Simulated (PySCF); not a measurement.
Species: C5H8Se.
Atom-mapped SMILES: `[CH3:1][C@H:2]1[CH:3]=[CH:4][Se:5][CH2:6]1` (hydrogens: H7, H8, H9 on C1; H10 on C2; H11 on C3; H12 on C4; H13, H14 on C6)

Structure used (PBE0-D3(BJ)/def2-SVP), in Å, numbered top down from 1:
```
atom  x, y, z in Å
C1    -1.257   -1.192   -0.856
C2    -0.361   -0.476    0.147
C3     1.106   -0.508   -0.202
C4     1.833    0.554    0.157
Se5    0.837    1.948    0.970
C6    -0.755    0.994    0.324
H7    -0.983   -2.255   -0.944
H8    -2.314   -1.146   -0.550
H9    -1.171   -0.737   -1.855
H10   -0.466   -0.982    1.129
H11    1.555   -1.396   -0.658
H12    2.914    0.659    0.043
H13   -1.580    1.134    1.034
H14   -1.034    1.441   -0.643
```

Theory: core-valence-separated Tamm–Dancoff BHandHLYP/aug-pcX-1 (pcseg-1 on H, def2-SVPD on Se) in PySCF, non-relativistic, gas phase, PBE0-D3(BJ)/def2-SVP geometry. BHandHLYP without relativity tends to put these K edges a few eV too low, so spacings mean more than positions.

(1) What does the C 1s absorption edge look like?

Results:

(1) 
| E (eV) | f | core hole on | main final orbital | polarisation |
| --- | --- | --- | --- | --- |
| 282.80 | 0.0582 | C3 | LUMO+3 (34 %) | normal to the local trigonal plane |
| 283.29 | 0.0619 | C4 | LUMO+3 (35 %) | normal to the local trigonal plane |
| 284.53 | 0.0529 | C6 | spread | – |
| 285.12 | 0.0397 | C4 | spread | in the local trigonal plane |
| 285.37 | 0.0079 | C1 | LUMO (60 %) | – |
| 285.77 | 0.0158 | C3 | LUMO (33 %) | in the local trigonal plane |
| 285.90 | 0.0126 | C2 | spread | – |
| 286.04 | 0.0260 | C1 | LUMO+3 (32 %) | – |
| 286.18 | 0.0286 | C1 | LUMO+4 (33 %) | – |
| 286.23 | 0.0072 | C3 | LUMO+1 (47 %) | in the local trigonal plane |
| 286.26 | 0.0072 | C2 | LUMO+3 (39 %) | – |
| 286.35 | 0.0166 | C6 | LUMO (38 %) | – |
| 286.46 | 0.0191 | C4 | LUMO+1 (34 %) | in the local trigonal plane |
| 286.53 | 0.0150 | C2 | spread | – |
| 286.56 | 0.0041 | C1 | LUMO+5 (35 %) | – |
| 286.77 | 0.0115 | C1 | spread (2 roots, f summed) | – |
| 286.90 | 0.0301 | C6 | LUMO+4 (36 %) | – |
| 286.97 | 0.0017 | C3 | LUMO+4 (45 %) | in the local trigonal plane |
| 287.09 | 0.0080 | C6 | LUMO+5 (38 %) | – |
| 287.11 | 0.0021 | C3 | LUMO+4 (37 %) | mixed |
| 287.19 | 0.0051 | C4 | LUMO (44 %) | in the local trigonal plane |

The first line with a tenth or more of the strongest one's intensity is at 282.80 eV (f = 0.058), with the hole on C3 (alkene CH carbon), polarised normal to the local trigonal plane: a 1s→π* resonance. The strongest listed is at 283.29 eV (f = 0.062; C4, 1s→π*).

Roots within 0.03 eV whose holes lie on the same, on equivalent or on shared atoms are summed into one line, and the highest roots are left out, as the search may have cut off their partners. Final orbitals are the ground state's empty Kohn–Sham orbitals. A dash: too weak, shared between unlike atoms, or no plane or axis to refer to.

**Question.** What are the wavelength and the wavenumber of the 286.46 eV line?

**Answer.** λ = 12398.42 eV Å/286.46 eV = 43.282 Å; 2.3105 × 10⁶ cm⁻¹.

The ionisation thresholds weren't computed; near and above them a finite basis only mimics Rydberg series and continuum. The BHandHLYP/aug-pcX-1 (pcseg-1 on H, def2-SVPD on Se) calculation is non-relativistic and has no spin–orbit coupling, an omission that weighs most on selenium.

One conformer stands for the species.
